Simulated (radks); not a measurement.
Neutral calcium is in [Ar] 4s2. Calculated with a radial shooting solver on a logarithmic mesh with Libxc functionals: scalar-relativistic Kohn-Sham, r2SCAN, spin-polarised, spherical densities, finite nucleus; meta-GGA in the generalised Kohn-Sham scheme; Fermi nuclear charge, rms radius of each element as measured or else 0.836 A^(1/3) + 0.57 fm. Open shells are filled with parallel spins first. One electron is removed from 3s, 4s, 2p, 3p in turn, with full relaxation. Which removal costs least, and what does each cost?

Answer. 4s 5.832 eV; 3p 35.118 eV; 3s 55.496 eV; 2p 360.65 eV. The 4s electron leaves first.
